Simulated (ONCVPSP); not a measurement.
# gallium: ONCV pseudisation with BLYP, scalar-relativistic reference atom.

| Item | Value |
| --- | --- |
| Element | gallium (Ga) |
| Generator | ONCVPSP 4.0.1 |
| Type | optimised norm-conserving Vanderbilt (ONCV) |
| Functional | BLYP |
| Relativity | scalar-relativistic |
| Frozen core | [Ar] |
| Valence charge | 13 |
| Reference configuration | 3d10 4s1.5 (charge +1.5) |
| Partial waves | 4s: rc 1.55 bohr, ncon 5, nbas 10, qcut 3.8 1/bohr, 2 projectors, debl 1.5 Ha; p scattering state at 0.25 Ha: rc 1.55 bohr, ncon 4, nbas 8, qcut 5.1 1/bohr, 2 projectors, debl 1.1 Ha; 3d: rc 0.95 bohr, ncon 3, nbas 8, qcut 13.9 1/bohr, 2 projectors, debl 2.6 Ha |
| Local potential | polynomial inside 0.80 bohr (lpopt 5, dvloc0 0 Ha) |
| Core correction | none |

In the p channel the program set the typed energies aside and used 0.050, 1.150 Ha.

All-electron outer shells of the reference configuration (BLYP, scalar-relativistic, ld1.x):

| shell | level (eV) | outermost node (bohr) | outermost maximum (bohr) |
| --- | --- | --- | --- |
| 3p | -112.83 | 0.24 | 0.56 |
| 3d | -33.16 | – | 0.53 |
| 4s | -21.20 | 0.80 | 1.81 |

Calculated quality:

```
Cutoffs needed           : 87 Ha and 109 Ha (the cutoffs (Ha) at which the residual kinetic energy of the hardest occupied pseudo-wave falls to 1 and 0.1 mHa per electron)
Ghost test               : ghosts flagged at negative energy: s at -84.3 eV, p at -81.5 eV; GHOST(+) flagged for p at 158.6 eV; a true bound ghost makes a file unfit for plane-wave use
Largest excitation error : +44 meV (all-electron minus pseudo) for 3d10 4s0, out of 4 test configurations
```

Generation and tests took about 3.9 s on one core of a shared server CPU.
